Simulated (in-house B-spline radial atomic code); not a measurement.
Ba⁸⁺. Computed with a B-spline radial atomic code. Model: all-electron spherical atom, spin shells full or empty, radial basis limit, no spin-orbit coupling, Breit or QED, empty-state partial waves extrapolated as (l+1/2)^-4, RPA, G0W0 and static COHSEX of the highest shell as one setting changes (uncorrelated shells keep exact exchange).

Given: element Ba; charge 8; filled core Kr; hamiltonian one-electron scalar X2C; mean-field start PBE0; highest l of empty states 9; nuclear rms radius 4.8378 fm; highest mean-field shell 5s.

Shell: 4d 5 5, 5s 1 1 (electrons up and down).

```json
{"lowest nl shells left uncorrelated": "0", "RPA correlation energy (hartree)": "-3.9061", "G0W0 level (eV)": "-131.54", "G0W0 minus most complete (meV)": "0", "COHSEX level (eV)": "-133.91", "removal by RPA minus most complete (meV)": "0"}
{"lowest nl shells left uncorrelated": "1", "RPA correlation energy (hartree)": "-3.7224", "G0W0 level (eV)": "-131.54", "G0W0 minus most complete (meV)": "0.4", "COHSEX level (eV)": "-133.91", "removal by RPA minus most complete (meV)": "-0.2"}
{"lowest nl shells left uncorrelated": "2", "RPA correlation energy (hartree)": "?", "G0W0 level (eV)": "?", "G0W0 minus most complete (meV)": "?", "COHSEX level (eV)": "?", "removal by RPA minus most complete (meV)": "?"}
{"lowest nl shells left uncorrelated": "3", "RPA correlation energy (hartree)": "-2.9596", "G0W0 level (eV)": "-131.54", "G0W0 minus most complete (meV)": "0.8", "COHSEX level (eV)": "-133.91", "removal by RPA minus most complete (meV)": "2.2"}
{"lowest nl shells left uncorrelated": "4", "RPA correlation energy (hartree)": "-2.7788", "G0W0 level (eV)": "-131.56", "G0W0 minus most complete (meV)": "-22.5", "COHSEX level (eV)": "-133.96", "removal by RPA minus most complete (meV)": "25.7"}
{"lowest nl shells left uncorrelated": "5", "RPA correlation energy (hartree)": "?", "G0W0 level (eV)": "?", "G0W0 minus most complete (meV)": "?", "COHSEX level (eV)": "?", "removal by RPA minus most complete (meV)": "?"}
{"lowest nl shells left uncorrelated": "6", "RPA correlation energy (hartree)": "-1.3644", "G0W0 level (eV)": "-131.45", "G0W0 minus most complete (meV)": "90.3", "COHSEX level (eV)": "-133.8", "removal by RPA minus most complete (meV)": "-57.4"}
{"lowest nl shells left uncorrelated": "7", "RPA correlation energy (hartree)": "-1.2091", "G0W0 level (eV)": "-131.54", "G0W0 minus most complete (meV)": "-0.2", "COHSEX level (eV)": "-133.96", "removal by RPA minus most complete (meV)": "24.4"}
{"lowest nl shells left uncorrelated": "8", "RPA correlation energy (hartree)": "-0.76158", "G0W0 level (eV)": "-131.4", "G0W0 minus most complete (meV)": "138.4", "COHSEX level (eV)": "-133.74", "removal by RPA minus most complete (meV)": "-147.4"}
{"lowest nl shells left uncorrelated": "9", "RPA correlation energy (hartree)": "-0.073512", "G0W0 level (eV)": "-130.15", "G0W0 minus most complete (meV)": "1383.2", "COHSEX level (eV)": "-131.97", "removal by RPA minus most complete (meV)": "-1531.5"}
```

**Question.** What follows for lowest nl shells left uncorrelated = 2?

**Answer.** RPA correlation energy -3.5256 hartree; G0W0 level -131.54 eV; G0W0 minus most complete -4.6 meV; COHSEX level -133.92 eV; removal by RPA minus most complete 5.3 meV.

**Question.** What follows for lowest nl shells left uncorrelated = 5?

**Answer.** RPA correlation energy -2.2368 hartree; G0W0 level -131.55 eV; G0W0 minus most complete -7.5 meV; COHSEX level -133.94 eV; removal by RPA minus most complete 15.2 meV.
